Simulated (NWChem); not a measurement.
C$_{2}$H$_{6}$F$_{2}$Si; SMILES FC[SiH2]CF

```xyz
11

F      1.8395     0.4008    -0.8922
C      1.3849    -0.6456    -0.1092
Si     0.0000     0.0000     1.0170
C     -1.3849     0.6456    -0.1092
F     -1.8395    -0.4008    -0.8922
H      0.9978    -1.4437    -0.7675
H      2.2308    -1.0662     0.4623
H     -0.5058    -1.1169     1.8709
H      0.5058     1.1169     1.8709
H     -2.2308     1.0662     0.4623
H     -0.9978     1.4437    -0.7675
```
Atoms are numbered in this order, from 1.

Results from NWChem. Pople sets run with spherical d functions. Medium grid unless said otherwise, to which SCAN and Minnesota functionals are sensitive. All runs use the structure optimised with PBE0/def2-SVP. Total energies of different functionals are on different scales.

| level | energy (Ha) | highest occupied level (eV) | orbital gap (eV) | dipole (D) |
|---|---|---|---|---|
| B3LYP/6-31G* | -568.9588 | [?] | [?] | 1.35 |
| PBE/6-31G* | -568.4788 | -6.57 | 6.78 | 1.11 |
| M06/6-31G* | -568.8026 | -8.25 | 9.27 | 1.53 |
| SCAN/6-31G* | -568.8546 | -7.02 | 7.53 | 1.31 |
| RPBE/6-31G* | -568.8834 | -6.53 | 6.80 | 1.09 |
| TPSSh/6-31G* | -568.9608 | -7.38 | 8.07 | 1.31 |
| TPSS/6-31G* | -568.9916 | -6.73 | 7.12 | 1.22 |
| PW6B95/6-31G* | -569.5046 | -8.31 | 9.34 | 1.41 |

Problem. What belongs in the gaps?

Solution. 
- B3LYP/6-31G*, highest occupied level (eV): -7.91
- B3LYP/6-31G*, orbital gap (eV): 8.73
